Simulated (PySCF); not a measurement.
C4H9ClOSi.
InChI=1S/C4H9ClOSi/c1-6-3-2-4(3)7-5/h3-4H,2,7H2,1H3/t3-,4+/m1/s1

Torsions of this conformer, `[CH3:1][O:2][C@@H:3]1[CH2:4][C@@H:5]1[SiH2:6][Cl:7]`: C1–O2–C3–C4 -83°, C4–C5–Si6–Cl7 107°.

The closed-shell ground state was solved at several levels (PySCF, density fitting, gas phase, non-relativistic). Isolated species at its PBE0-D3(BJ)/def2-SVP geometry (one conformer only).

| level | basis functions | total energy (Eh) | HOMO (eV) | LUMO (eV) | gap (eV) | dipole (D) |
| --- | --- | --- | --- | --- | --- | --- |
| PBE0/pcSseg-1 | 178 | -982.1636 | -7.63 | 0.63 | 8.26 | 3.71 |
| wB97X-D/def2-SVPD | 226 | -982.3011 | -9.56 | 2.06 | 11.62 | 3.50 |

Question: What might wB97X-D/pcSseg-1 (178 basis functions) give for the same quantities?

Answer: Total energy -982.6267 Eh, HOMO -9.53 eV, LUMO 2.43 eV, gap 11.96 eV, dipole 3.78 D.

Question: Over all these levels, which gives the widest orbital gap and which the narrowest?

Answer: wB97X-D/pcSseg-1 (range-separated hybrid) has the widest, 11.96 eV, and PBE0/pcSseg-1 (global hybrid, 25 % exact exchange) the narrowest, 8.26 eV. The two share the basis. From the narrowest to the widest the HOMO moves by -1.90 eV and the LUMO by +1.80 eV.

Question: How far do the dipole and the HOMO energy spread over the levels?

Answer: The dipole runs from 3.50 to 3.78 D (mean 3.66 D) and the HOMO from -9.56 to -7.63 eV.

wB97X-D is run here without its empirical dispersion term; that term would change no orbital, density or response property at a fixed geometry.
